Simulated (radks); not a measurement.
Values are calculated unless marked as measured or tabulated.
Species: Xe3+. Configuration: [Kr] 4d9 5s2 5p3 6p1 (not the ground configuration). Level of theory: scalar-relativistic Kohn-Sham, BLYP, spin-polarised, spherical densities, point nucleus; open shells are filled with parallel spins first (spin-orbit coupling, left out, can overturn this in heavy ions) (a radial shooting solver on a logarithmic mesh with Libxc functionals).

Local quantities along the radius. ELF = 1/(1 + alpha^2) is the electron localisation function; alpha = (tau - tau_W)/tau_unif compares the Pauli kinetic energy density with that of the uniform gas (summed over spins); -r V(r) is the screened charge that the Kohn-Sham potential of spin up presents (atomic units). tau is taken from the large components.

| r (bohr) | ELF | alpha | -r V(r) |
|---|---|---|---|
| 0.001256 | 0.999 | 0.02361 | 53.70 |
| 0.001703 | 0.999 | 0.02429 | 53.57 |
| 0.002289 | 0.999 | 0.02584 | 53.40 |
| 0.003103 | 0.999 | 0.02875 | 53.17 |
| 0.004205 | 0.999 | 0.03379 | 52.85 |
| 0.005699 | 0.998 | 0.04255 | 52.43 |
| 0.007662 | 0.997 | 0.05795 | 51.89 |
| 0.01038 | 0.992 | 0.08890 | 51.15 |
| 0.01407 | 0.976 | 0.1568 | 50.20 |
| 0.01907 | 0.906 | 0.3225 | 48.97 |
| 0.02585 | 0.653 | 0.7286 | 47.42 |
| 0.03475 | 0.357 | 1.342 | 45.53 |
| 0.0471 | 0.373 | 1.296 | 43.19 |
| 0.06383 | 0.643 | 0.7448 | 40.42 |
| 0.08651 | 0.749 | 0.5786 | 37.15 |
| 0.1163 | 0.534 | 0.9345 | 33.51 |
| 0.1576 | 0.326 | 1.436 | 29.40 |
| 0.2136 | 0.623 | 0.7772 | 25.17 |
| 0.2895 | 0.757 | 0.5668 | 20.93 |
| 0.3924 | 0.344 | 1.380 | 16.94 |
| 0.5276 | 0.321 | 1.456 | 13.43 |
| 0.715 | 0.759 | 0.5640 | 10.31 |
| 0.969 | 0.567 | 0.8735 | 7.732 |
| 1.313 | 0.300 | 1.527 | 6.023 |
| 1.766 | 0.668 | 0.7044 | 5.077 |
| 2.393 | 0.476 | 1.049 | 4.322 |
| 3.243 | 0.060 | 3.973 | 3.855 |
| 4.395 | 0.366 | 1.315 | 3.707 |
| 5.957 | 0.235 | 1.806 | 3.455 |
| 8.008 | 0.013 | 8.772 | 3.280 |

On this mesh the ELF has minima near r = 0.040, 0.16, 0.45, 1.3, 3.2 bohr, which separate the shells, and maxima near 0.0011 (1.00), 0.087 (0.75), 0.29 (0.76), 0.71 (0.76), 2.1 (0.73), 5.1 (0.39).
